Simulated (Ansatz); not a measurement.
Consider the formal loss of a carbene: `CC[S][SnH3]` → `C[S][SnH3]` + `[CH2]` (triplet).

Computed with Ansatz on PBE0-D4/def2-TZVP structures; ΔE is electronic, products minus reactants. CCSD(T)/CBS adds triple-zeta CCSD(T) − MP2 to the extrapolated MP2 energy (def2 sets, frozen cores). This one scheme is used for every species. Functionals use def2-TZVPP. Triplets are unrestricted, without spin–orbit coupling. def2 core potentials past Kr. For Sn outer-core shells are correlated without core-valence functions, which leaves a few kJ/mol of doubt a bond. Each species was taken in one conformer, which may not be the lowest.

`CC[S][SnH3]`:

Cartesian coordinates in Å:
```
C 0.331 -1.289 0.961
C -0.547 -0.077 1.189
S -1.596 0.374 -0.234
Sn 0.059 1.172 -1.772
H 1.074 -1.106 0.180
H -0.265 -2.151 0.656
H 0.871 -1.546 1.877
H 0.043 0.792 1.487
H -1.261 -0.267 1.993
H -0.770 2.110 -2.925
H 1.178 2.103 -0.875
H 0.881 -0.116 -2.539
```

`C[S][SnH3]`:

Cartesian coordinates in Å:
```
C 1.524 -0.307 -0.499
S 0.254 -1.371 0.247
Sn -1.504 0.233 0.510
H 2.397 -0.938 -0.669
H 1.808 0.506 0.169
H 1.196 0.097 -1.457
H -0.947 1.505 1.507
H -2.815 -0.588 1.219
H -1.914 0.862 -1.026
```

`[CH2]` (triplet):

Cartesian coordinates in Å:
```
C -0.103 0.095 0.238
H 0.459 0.844 -0.299
H -0.356 -0.939 0.061
```

Q: Is it downhill or uphill in electronic energy at CCSD(T)/CBS, and by how much? (An estimate is asked.)

A: The calculation gave: Uphill: ΔE = +105.5 kcal/mol.

Q: What do these levels give: ωB97X-V, B2PLYP, r2SCAN, HF/def2-TZVPP, MP2/def2-TZVPP, MP2/def2-QZVPP? (Best estimate.)

A: Ansatz gave: ωB97X-V 107.5, B2PLYP 102.4, r2SCAN 99.0, HF/def2-TZVPP 68.9, MP2/def2-TZVPP 106.1, MP2/def2-QZVPP 107.7 kcal/mol.

Largest T1 diagnostic among the species: 0.012.

In def2-TZVPP, CCSD(T) changes the Hartree–Fock value by +33.8 kcal/mol (the triples alone add +2.9 kcal/mol) and MP2 by +37.1 kcal/mol. The D4 term adds +3.1 kcal/mol with B3LYP and +1.7 kcal/mol with PBE0; it sums over pairs of atoms, weighted by their polarisabilities, and B3LYP, whose exchange is more repulsive, gets the larger term.

B3LYP here is the variant with VWN-RPA as its local correlation; programs differ in this.
